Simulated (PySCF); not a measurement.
**Atomic charges against the basis set**

Species: C5H8Si.
Bonds: Si1–C2, C2–C3, C3–C4 (double), C4–C5, C5–C6 (double), C4–C6. Hydrogens: H7, H8, H9 on Si1; H10, H11 on C2; H12 on C3; H13 on C5; H14 on C6.

PBE0 throughout (PySCF), one geometry, spherical d and f functions. The structure is a single PBE0-D3(BJ)/def2-SVP conformer in the gas phase; no vibrational or solvent corrections. Atoms taken as equivalent share a column and are averaged. The first 7 of 11 kinds of atom are listed.

Mulliken charges (e):

| basis | functions | Si1 | C2 | C3 | C4 | C5 | C6 | H7/H8/H9 |
| --- | --- | --- | --- | --- | --- | --- | --- | --- |
| STO-3G | 42 | +0.539 | -0.299 | -0.141 | -0.007 | -0.084 | -0.085 | -0.125 |
| 6-31G | 74 | +0.533 | -0.686 | -0.222 | -0.035 | -0.103 | -0.117 | -0.111 |
| pcSseg-0 | 74 | +0.567 | -0.979 | -0.242 | -0.182 | -0.144 | -0.148 | -0.062 |
| 6-31G* | 104 | +0.358 | -0.588 | -0.308 | +0.155 | -0.162 | -0.171 | -0.074 |
| cc-pVDZ | 128 | +0.237 | -0.129 | -0.246 | +0.193 | -0.017 | -0.029 | -0.058 |
| def2-SVP | 128 | +0.367 | -0.240 | -0.219 | +0.147 | -0.030 | -0.053 | -0.080 |
| pcSseg-1 | 149 | +0.495 | -0.458 | -0.250 | +0.077 | -0.074 | -0.095 | -0.095 |
| aug-cc-pVDZ | 214 | -0.532 | +0.048 | +1.088 | +0.080 | +0.458 | +0.353 | +0.237 |
| 6-311+G(2d,p) | 218 | +0.381 | -0.648 | -0.536 | +0.715 | -0.219 | -0.180 | -0.072 |
| def2-TZVP | 240 | +0.157 | -0.296 | -0.183 | -0.043 | -0.124 | -0.102 | -0.036 |
| cc-pVTZ | 296 | +0.171 | -0.236 | -0.236 | +0.113 | -0.147 | -0.117 | -0.042 |
| IGLO-III | 299 | +0.738 | -0.449 | -0.165 | -0.004 | -0.087 | -0.075 | -0.180 |

IAO charges (e):

```json
{"basis": "STO-3G", "functions": "42", "Si1": "+0.643", "C2": "-0.503", "C3": "-0.225", "C4": "-0.013", "C5": "-0.104", "C6": "-0.107", "H7/H8/H9": "-0.130"}
{"basis": "6-31G", "functions": "74", "Si1": "+0.445", "C2": "-0.507", "C3": "-0.258", "C4": "+0.008", "C5": "-0.120", "C6": "-0.128", "H7/H8/H9": "-0.085"}
{"basis": "pcSseg-0", "functions": "74", "Si1": "+0.441", "C2": "-0.522", "C3": "-0.249", "C4": "-0.004", "C5": "-0.114", "C6": "-0.121", "H7/H8/H9": "-0.080"}
{"basis": "6-31G*", "functions": "104", "Si1": "+0.573", "C2": "-0.516", "C3": "-0.268", "C4": "+0.022", "C5": "-0.113", "C6": "-0.121", "H7/H8/H9": "-0.120"}
{"basis": "cc-pVDZ", "functions": "128", "Si1": "+0.569", "C2": "-0.516", "C3": "-0.273", "C4": "+0.022", "C5": "-0.113", "C6": "-0.123", "H7/H8/H9": "-0.118"}
{"basis": "def2-SVP", "functions": "128", "Si1": "+0.591", "C2": "-0.515", "C3": "-0.267", "C4": "+0.019", "C5": "-0.109", "C6": "-0.118", "H7/H8/H9": "-0.124"}
{"basis": "pcSseg-1", "functions": "149", "Si1": "+0.591", "C2": "-0.523", "C3": "-0.274", "C4": "+0.017", "C5": "-0.111", "C6": "-0.122", "H7/H8/H9": "-0.123"}
{"basis": "aug-cc-pVDZ", "functions": "214", "Si1": "+0.570", "C2": "-0.522", "C3": "-0.281", "C4": "+0.020", "C5": "-0.115", "C6": "-0.126", "H7/H8/H9": "-0.118"}
{"basis": "6-311+G(2d,p)", "functions": "218", "Si1": "+0.602", "C2": "-0.532", "C3": "-0.282", "C4": "+0.021", "C5": "-0.114", "C6": "-0.126", "H7/H8/H9": "-0.126"}
{"basis": "def2-TZVP", "functions": "240", "Si1": "+0.611", "C2": "-0.535", "C3": "-0.280", "C4": "+0.020", "C5": "-0.115", "C6": "-0.126", "H7/H8/H9": "-0.128"}
{"basis": "cc-pVTZ", "functions": "296", "Si1": "+0.596", "C2": "-0.533", "C3": "-0.279", "C4": "+0.021", "C5": "-0.115", "C6": "-0.126", "H7/H8/H9": "-0.125"}
{"basis": "IGLO-III", "functions": "299", "Si1": "+0.611", "C2": "-0.536", "C3": "-0.282", "C4": "+0.020", "C5": "-0.115", "C6": "-0.127", "H7/H8/H9": "-0.128"}
```

Hirshfeld charges (e):

| basis | functions | Si1 | C2 | C3 | C4 | C5 | C6 | H7/H8/H9 |
| --- | --- | --- | --- | --- | --- | --- | --- | --- |
| STO-3G | 42 | +0.342 | -0.082 | -0.100 | -0.035 | -0.012 | -0.014 | -0.088 |
| 6-31G | 74 | +0.263 | -0.138 | -0.106 | -0.025 | -0.019 | -0.021 | -0.080 |
| pcSseg-0 | 74 | +0.292 | -0.139 | -0.105 | -0.027 | -0.016 | -0.018 | -0.082 |
| 6-31G* | 104 | +0.263 | -0.142 | -0.109 | -0.024 | -0.015 | -0.017 | -0.082 |
| cc-pVDZ | 128 | +0.287 | -0.150 | -0.109 | -0.022 | -0.014 | -0.016 | -0.086 |
| def2-SVP | 128 | +0.296 | -0.152 | -0.111 | -0.021 | -0.014 | -0.017 | -0.087 |
| pcSseg-1 | 149 | +0.296 | -0.158 | -0.112 | -0.021 | -0.015 | -0.018 | -0.085 |
| aug-cc-pVDZ | 214 | +0.295 | -0.168 | -0.116 | -0.025 | -0.019 | -0.021 | -0.083 |
| 6-311+G(2d,p) | 218 | +0.298 | -0.163 | -0.116 | -0.029 | -0.017 | -0.020 | -0.084 |
| def2-TZVP | 240 | +0.291 | -0.163 | -0.114 | -0.025 | -0.018 | -0.020 | -0.084 |
| cc-pVTZ | 296 | +0.289 | -0.162 | -0.113 | -0.022 | -0.017 | -0.020 | -0.084 |
| IGLO-III | 299 | +0.291 | -0.165 | -0.116 | -0.026 | -0.018 | -0.021 | -0.081 |

Some averages cover members that differ in this geometry, most widely: H7/H8/H9, Mulliken in aug-cc-pVDZ +0.201 to +0.262 e.

Problem. Which scheme is steadiest as the basis changes?

Solution. Largest range over the bases for any column: Hirshfeld 0.09 e, IAO 0.20 e, Mulliken 1.62 e. Hirshfeld charges move least and Mulliken charges most, counted in e. Without the minimal STO-3G basis the ranges are Hirshfeld 0.04, IAO 0.17, Mulliken 1.62 e.

Problem. How much do the charges still move between the two largest bases, cc-pVTZ and IGLO-III?

Solution. At most, over all atoms: Mulliken 0.568 e, IAO 0.015 e, Hirshfeld 0.004 e.

Problem. What do the same runs give for the total energy, the frontier levels and the dipole moment?

Solution. 
```csv
basis,energy (Eh),HOMO (eV),LUMO (eV),μ (D)
STO-3G,-478.6443,-3.46,2.57,1.59
6-31G,-484.2347,-5.43,-0.25,2.44
pcSseg-0,-483.5471,-5.80,-0.60,2.26
6-31G*,-484.3212,-5.39,-0.20,2.62
cc-pVDZ,-484.3537,-5.54,-0.41,2.60
def2-SVP,-484.1176,-5.62,-0.51,2.55
pcSseg-1,-484.3103,-5.67,-0.61,2.53
aug-cc-pVDZ,-484.3622,-5.64,-0.74,2.57
"6-311+G(2d,p)",-484.4048,-5.66,-0.74,2.58
def2-TZVP,-484.4227,-5.64,-0.65,2.60
cc-pVTZ,-484.4207,-5.63,-0.59,2.61
IGLO-III,-484.4260,-5.65,-0.72,2.57
```

The dipole is fixed by the density alone, so its range of 1.03 D shows that the density itself changes with the basis, not only its division among atoms.
